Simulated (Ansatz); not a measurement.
Born–Oppenheimer molecular dynamics of Cl$_{2}$F$_{3}$HW (7 atoms, charge 0, multiplicity 1). It starts from a relaxed structure.

All numbers below come from RKS PBE0/def2-SVP (Ansatz 0.2.0).

```yaml
ensemble: NVE (velocity Verlet)
time_step: 0.5 fs
steps_asked: 250
starting_velocities_drawn_for: 500 K
masses: H 2.014 u
seed: 671400
```

Frames 5 fs apart, positions in Å, forces in eV/Å.

Velocities at 10 fs (Å/ps):

```
W 0.19 -1.06 -0.80
F -0.27 -2.43 -1.20
Cl 1.96 5.11 0.12
H 9.77 1.19 -3.61
F 1.30 0.18 3.95
F -9.23 2.08 3.48
Cl 0.92 0.43 0.89
```

```xyz
7
Properties=species:S:1:pos:R:3:forces:R:3 time_fs=10 energy_less_start_eV=0.112 T=327
W 0.093 -0.152 -0.102 1.64 0.01 -0.07
F 0.225 0.001 1.732 0.13 0.25 0.48
Cl 2.361 0.236 -0.130 -0.44 -0.22 0.03
H -0.012 1.535 0.132 -0.43 -0.15 0.09
F -1.719 0.018 -0.187 -1.09 0.74 -0.18
F -0.410 -1.887 0.348 0.24 -0.60 -0.04
Cl 0.140 0.188 -2.326 -0.05 -0.03 -0.31
7
Properties=species:S:1:pos:R:3:forces:R:3 time_fs=15 energy_less_start_eV=0.153 T=264
W 0.095 -0.157 -0.106 1.54 -0.19 0.20
F 0.225 -0.009 1.729 0.20 0.32 0.45
Cl 2.369 0.261 -0.129 -0.59 -0.28 0.05
H 0.010 1.531 0.120 -0.47 -0.17 0.10
F -1.720 0.025 -0.169 -0.99 0.87 -0.24
F -0.454 -1.881 0.365 0.40 -0.49 -0.17
Cl 0.144 0.190 -2.322 -0.07 -0.05 -0.40
7
Properties=species:S:1:pos:R:3:forces:R:3 time_fs=20 energy_less_start_eV=0.146 T=274
W 0.099 -0.163 -0.110 0.79 -0.50 0.65
F 0.227 -0.015 1.731 0.25 0.33 0.24
Cl 2.374 0.284 -0.128 -0.69 -0.31 0.07
H -0.023 1.509 0.120 -0.37 -0.05 0.09
F -1.732 0.041 -0.153 -0.43 0.76 -0.28
F -0.493 -1.880 0.380 0.55 -0.17 -0.36
Cl 0.148 0.191 -2.322 -0.10 -0.07 -0.41
7
Properties=species:S:1:pos:R:3:forces:R:3 time_fs=25 energy_less_start_eV=0.139 T=285
W 0.104 -0.169 -0.113 -0.22 -0.57 1.13
F 0.232 -0.018 1.737 0.27 0.28 -0.05
Cl 2.373 0.304 -0.126 -0.72 -0.31 0.08
H -0.099 1.480 0.131 -0.12 0.03 0.04
F -1.750 0.068 -0.141 0.24 0.46 -0.31
F -0.526 -1.881 0.390 0.68 0.20 -0.54
Cl 0.152 0.193 -2.324 -0.12 -0.09 -0.35
7
Properties=species:S:1:pos:R:3:forces:R:3 time_fs=30 energy_less_start_eV=0.164 T=247
W 0.109 -0.176 -0.114 -1.09 -0.25 1.46
F 0.240 -0.017 1.742 0.27 0.20 -0.28
Cl 2.368 0.323 -0.124 -0.67 -0.29 0.09
H -0.189 1.455 0.146 0.22 -0.01 -0.04
F -1.766 0.100 -0.134 0.68 0.07 -0.33
F -0.549 -1.881 0.394 0.73 0.41 -0.65
Cl 0.154 0.193 -2.329 -0.13 -0.13 -0.24
7
Properties=species:S:1:pos:R:3:forces:R:3 time_fs=35 energy_less_start_eV=0.200 T=190
W 0.112 -0.183 -0.114 -1.53 0.23 1.43
F 0.252 -0.013 1.743 0.24 0.11 -0.35
Cl 2.357 0.340 -0.121 -0.55 -0.28 0.07
H -0.253 1.428 0.157 0.50 0.03 -0.08
F -1.772 0.132 -0.130 0.82 -0.28 -0.35
F -0.564 -1.875 0.389 0.66 0.36 -0.63
Cl 0.155 0.193 -2.335 -0.14 -0.17 -0.09
7
Properties=species:S:1:pos:R:3:forces:R:3 time_fs=40 energy_less_start_eV=0.205 T=183
W 0.114 -0.190 -0.111 -1.45 0.69 1.00
F 0.267 -0.008 1.740 0.18 0.02 -0.25
Cl 2.344 0.354 -0.118 -0.36 -0.27 0.03
H -0.259 1.407 0.160 0.55 0.22 -0.05
F -1.769 0.162 -0.131 0.77 -0.47 -0.33
F -0.571 -1.865 0.376 0.45 0.02 -0.46
Cl 0.156 0.191 -2.341 -0.14 -0.21 0.06
7
Properties=species:S:1:pos:R:3:forces:R:3 time_fs=45 energy_less_start_eV=0.173 T=232
W 0.113 -0.196 -0.108 -1.04 1.32 0.34
F 0.284 -0.002 1.735 0.09 -0.09 -0.03
Cl 2.328 0.367 -0.115 -0.13 -0.27 -0.02
H -0.202 1.411 0.156 0.39 0.28 -0.02
F -1.755 0.186 -0.135 0.65 -0.46 -0.27
F -0.572 -1.855 0.358 0.16 -0.52 -0.20
Cl 0.156 0.188 -2.348 -0.12 -0.25 0.19
7
Properties=species:S:1:pos:R:3:forces:R:3 time_fs=50 energy_less_start_eV=0.145 T=275
W 0.111 -0.200 -0.104 -0.47 2.08 -0.27
F 0.303 0.002 1.728 -0.01 -0.21 0.22
Cl 2.311 0.378 -0.111 0.12 -0.28 -0.09
H -0.099 1.446 0.150 0.12 0.00 -0.04
F -1.734 0.204 -0.143 0.42 -0.30 -0.18
F -0.570 -1.851 0.337 -0.09 -0.99 0.06
Cl 0.154 0.184 -2.353 -0.09 -0.30 0.29
7
Properties=species:S:1:pos:R:3:forces:R:3 time_fs=55 energy_less_start_eV=0.157 T=257
W 0.109 -0.202 -0.100 0.19 2.33 -0.63
F 0.321 0.004 1.725 -0.14 -0.31 0.38
Cl 2.294 0.387 -0.109 0.39 -0.30 -0.17
H 0.018 1.481 0.140 -0.21 -0.26 -0.04
F -1.708 0.218 -0.154 -0.01 -0.05 -0.09
F -0.570 -1.860 0.317 -0.17 -1.08 0.20
Cl 0.153 0.177 -2.356 -0.06 -0.33 0.34
7
Properties=species:S:1:pos:R:3:forces:R:3 time_fs=60 energy_less_start_eV=0.190 T=205
W 0.106 -0.201 -0.097 0.77 1.68 -0.70
F 0.337 0.001 1.726 -0.26 -0.37 0.38
Cl 2.281 0.394 -0.107 0.64 -0.31 -0.24
H 0.111 1.488 0.125 -0.49 -0.18 0.03
F -1.681 0.232 -0.165 -0.58 0.18 -0.01
F -0.572 -1.882 0.299 -0.07 -0.67 0.20
Cl 0.151 0.168 -2.357 -0.02 -0.33 0.34
7
Properties=species:S:1:pos:R:3:forces:R:3 time_fs=65 energy_less_start_eV=0.217 T=165
W 0.105 -0.197 -0.095 1.01 0.58 -0.52
F 0.350 -0.005 1.732 -0.36 -0.39 0.22
Cl 2.272 0.399 -0.107 0.82 -0.29 -0.28
H 0.146 1.476 0.114 -0.59 0.10 0.12
F -1.662 0.248 -0.177 -1.04 0.29 0.05
F -0.574 -1.912 0.283 0.14 0.03 0.10
Cl 0.148 0.157 -2.355 0.02 -0.32 0.30
```

Of the whole run (125 fs, mean temperature of the second half 307 K): The conserved energy stayed within 0.013 meV per atom of its start (net change 0.01 meV per atom), so the integration is sound. A run of 0.12 ps of so small a system gives no equilibrium averages.

Run time: 7.8 min on 4 threads of Intel(R) Xeon(R) Platinum 8488C (Sapphire Rapids), on a shared host, peak memory 0.31 GiB.
